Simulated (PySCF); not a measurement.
SMILES [SiH2](C(OC)=O)[SiH2]N (GFN2-xTB optimised geometry):

```
16

C      1.393     1.604     0.006
O      0.739     0.340     0.000
C     -0.601     0.340     0.000
O     -1.261     1.352     0.000
Si    -1.280    -1.439    -0.099
Si    -1.748    -1.880    -2.319
N     -2.145    -3.558    -2.368
H      1.318     2.058     0.996
H      0.927     2.269    -0.723
H      2.433     1.418    -0.248
H     -2.433    -1.462     0.807
H     -0.236    -2.269     0.518
H     -2.944    -1.234    -2.866
H     -0.634    -1.501    -3.217
H     -2.518    -3.949    -3.218
H     -1.537    -4.229    -1.929
```

Calculation: PBE/def2-TZVP (PySCF).

Problem. What are the frontier orbital energies and the dipole moment?

Solution. HOMO-2 -7.31 eV, HOMO-1 -6.15 eV, HOMO -5.99 eV, LUMO -1.61 eV, LUMO+1 -1.26 eV; dipole moment 2.76 D.

Meta-Löwdin charges at PBE/def2-TZVP: C1 -0.16, O2 -0.30, C3 0.28, O4 -0.42, Si5 0.27, Si6 0.49, N7 -0.72, H8 0.13, H9 0.13, H10 0.14, H11 -0.05, H12 -0.06, H13 -0.08, H14 -0.11, H15 0.24, H16 0.23.
